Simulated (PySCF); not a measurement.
# Successive ionisation energies of erbium

Calculated with PySCF 2.14, two-component X2C-1e (Gaussian nucleus, no Breit or QED terms), each ion in its own even-tempered basis; GMP2 freezes the deep shells of the larger ions and drops the highest virtual spinors; eV.

| ion | configuration | GHF (spin-free) | GHF (screened spin-orbit) | GMP2 (screened spin-orbit) | NIST | kind |
| --- | --- | --- | --- | --- | --- | --- |
| Er⁴⁹⁺ | [Ar] 3d1 | 4265.3 | 4296.2 | 4295.8 | 4294 ± 4 | theoretical |
| Er⁵⁰⁺ | [Ar] | 4712.0 | 4641.7 | 4642.6 | 4639 ± 4 | theoretical |
| Er⁵¹⁺ | [Ne] 3s2 3p5 | 4817.9 | 4750.4 | 4751.5 | 4748 ± 4 | theoretical |
| Er⁵²⁺ | [Ne] 3s2 3p4 | 4924.3 | 4869.8 | 4870.1 | 4866 ± 4 | theoretical |
| Er⁵³⁺ | [Ne] 3s2 3p3 | 5068.0 | 4980.8 | 4981.3 | 4978 ± 5 | theoretical |
| Er⁵⁴⁺ | [Ne] 3s2 3p2 | 5176.3 | 5334.1 | 5335.9 | 5329 ± 5 | theoretical |
| Er⁵⁵⁺ | [Ne] 3s2 3p1 | 5286.1 | 5460.4 | 5460.5 | 5455 ± 5 | theoretical |
| Er⁵⁶⁺ | [Ne] 3s2 | 5699.6 | 5699.1 | 5702.9 | 5695 ± 5 | theoretical |
| Er⁵⁷⁺ | [Ne] 3s1 | 5819.2 | 5818.8 | 5819.6 | 5815 ± 6 | theoretical |
| Er⁵⁸⁺ | [Ne] | 13211.3 | 12930.8 | 12932.4 | 12918 ± 6 | theoretical |
| Er⁵⁹⁺ | [He] 2s2 2p5 | 13506.5 | 13230.8 | 13232.4 | 13217 ± 7 | theoretical |
| Er⁶⁰⁺ | [He] 2s2 2p4 | 13804.5 | 13559.5 | 13559.6 | 13548 ± 10 | theoretical |

(1) Where is the largest relative jump?

Results:

(1) From Er⁵⁷⁺ to Er⁵⁸⁺: 5819.6 to 12932.4 eV, where the electron removed from [Ne] comes from a deeper shell or subshell.
